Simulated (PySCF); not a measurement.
A PySCF script (with the pyscf-properties extension) for the NMR shieldings of `C=C([BH2-][N+]#CC)CC(F)F`, C6H10BF2N, on a GFN2-xTB geometry:

```python
import basis_set_exchange as bse
import numpy as np
from pyscf import gto, dft
from pyscf.prop import nmr

atoms = """
C    -1.420926    2.119683    0.458896
C    -0.662729    1.085688    0.791790
B     0.930158    1.199382    1.065605
N     1.561195    0.236346    0.146784
C     1.957162   -0.534218   -0.607221
C     2.445202   -1.493184   -1.545670
C    -1.320539   -0.269391    0.976254
C    -1.786093   -0.845959   -0.347799
F    -2.540479   -1.963852   -0.162830
F    -0.738642   -1.256970   -1.120735
H    -0.998123    3.097832    0.309060
H    -2.494940    2.050027    0.339117
H     1.209270    0.841467    2.169160
H     1.383998    2.263672    0.792111
H     2.576595   -1.020142   -2.518757
H     3.397654   -1.900612   -1.206824
H     1.714286   -2.296544   -1.638482
H    -0.634069   -0.979525    1.439877
H    -2.209020   -0.183216    1.607571
H    -2.375107   -0.139805   -0.950942
"""
names = dict.fromkeys(["C", "B", "N", "F", "H"], "pcSseg-1")
basis = {el: gto.basis.parse(bse.get_basis(n, elements=[el], fmt="nwchem")) for el, n in names.items()}
mol = gto.M(atom=atoms, basis=basis, charge=0, verbose=0)
mf = dft.RKS(mol, xc="PBE0")
mf.grids.level = 2
mf.grids.alignment = dft.numint.BLKSIZE   # the property module wants whole blocks of grid points
mf.conv_tol = 1e-9
mf.kernel()

calc = nmr.RKS(mf)   # GIAO
C = mf.mo_coeff
Co = C[:, mf.mo_occ > 0]
resp = mf.gen_response(singlet=True, hermi=2)
def vind(x):   # induced exchange potential for any number of trial vectors
    d = np.einsum("pi,xij,qj->xpq", C, 2 * x.reshape(-1, C.shape[1], Co.shape[1]), Co, optimize=True)
    return np.einsum("xpq,pi,qj->xij", resp(d - d.transpose(0, 2, 1)), C, Co, optimize=True).ravel()
mo1, _ = nmr.rhf.solve_mo1(calc, with_cphf=vind)
sigma = calc.kernel(mo1)
for i, s in enumerate(sigma):   # ppm
    w = np.linalg.eigvalsh((s + s.T) / 2)
    print("%2d %-2s iso %8.1f  s11 %8.1f  s22 %8.1f  s33 %8.1f" % (i, mol.atom_pure_symbol(i), w.mean(), *w))
```

Task: What does it print?

Result: 
```
 0 C  iso     58.6  s11    -53.0  s22     83.1  s33    145.5
 1 C  iso     27.4  s11   -101.2  s22     13.3  s33    170.0
 2 B  iso    130.3  s11    120.6  s22    132.4  s33    138.0
 3 N  iso     39.7  s11   -109.1  s22   -100.9  s33    329.0
 4 C  iso     67.1  s11    -26.1  s22    -17.4  s33    244.8
 5 C  iso    184.6  s11    175.4  s22    178.0  s33    200.4
 6 C  iso    140.6  s11    124.1  s22    141.9  s33    155.9
 7 C  iso     57.1  s11     43.5  s22     60.0  s33     67.9
 8 F  iso    296.6  s11    192.4  s22    331.4  s33    366.0
 9 F  iso    316.0  s11    225.8  s22    344.6  s33    377.8
10 H  iso     26.1  s11     23.3  s22     24.7  s33     30.2
11 H  iso     26.3  s11     22.5  s22     25.2  s33     31.1
12 H  iso     29.3  s11     26.6  s22     28.8  s33     32.4
13 H  iso     29.4  s11     26.0  s22     29.7  s33     32.4
14 H  iso     29.4  s11     24.7  s22     26.9  s33     36.5
15 H  iso     29.5  s11     24.5  s22     26.8  s33     37.0
16 H  iso     29.0  s11     23.3  s22     28.9  s33     34.9
17 H  iso     29.0  s11     26.7  s22     29.4  s33     30.9
18 H  iso     28.9  s11     24.8  s22     28.2  s33     33.6
19 H  iso     25.6  s11     23.5  s22     25.1  s33     28.2
```

These numbers come from an equivalent density-fitted implementation of the same equations, which agrees with the script to about 0.01 ppm for H and up to a few tenths of a ppm for heavy atoms, so last digits may differ.

Size and cost of the density-fitted run: 220 basis functions, 82 s wall time on 1 thread of an Intel Xeon, shared host; peak memory 1.1 GiB.
